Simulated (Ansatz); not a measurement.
`[AlH2][CH]([AlH2])[GeH3]` + `NC#CO` → `NC#C[O][GeH3]` + `[AlH2][CH2][AlH2]`  (ligand exchange at a Ge–C bond)

Computed with Ansatz on PBE0-D4/def2-TZVP structures; ΔE is electronic, products minus reactants. CBS: MP2 limit from def2 TZ/QZ plus the TZ coupled-cluster correction, frozen cores. DFT in def2-TZVPP. B3LYP here is the variant with VWN-RPA as its local correlation; programs differ in this. For Ge outer-core shells are correlated without core-valence functions, which leaves a few kJ/mol of doubt a bond. Scalar relativity is left out up to krypton. Each species was taken in one conformer, which may not be the lowest.

CCSD(T)/CBS gives -5.4 kcal/mol.

Another level gave -5.3 kcal/mol. Which?
A. PBE0-D4/def2-TZVPP
B. CCSD/def2-TZVPP
C. B3LYP-D4/def2-TZVPP
D. B3LYP/def2-TZVPP

A. PBE0-D4 -5.3, B3LYP-D4 -8.3, CCSD/def2-TZVPP -6.7, B3LYP -9.9 kcal/mol.

Largest T1 diagnostic among the species: 0.013.

In def2-TZVPP, CCSD(T) changes the Hartree–Fock value by +4.8 kcal/mol (the triples alone add +0.4 kcal/mol) and MP2 by +4.7 kcal/mol. From PBE to PBE0 (25 % exact exchange), in def2-TZVPP and without D4, ΔE moves by +0.7 kcal/mol. The D4 term adds +1.6 kcal/mol with B3LYP and +0.8 kcal/mol with PBE0; it sums over pairs of atoms, weighted by their polarisabilities, and B3LYP, whose exchange is more repulsive, gets the larger term.
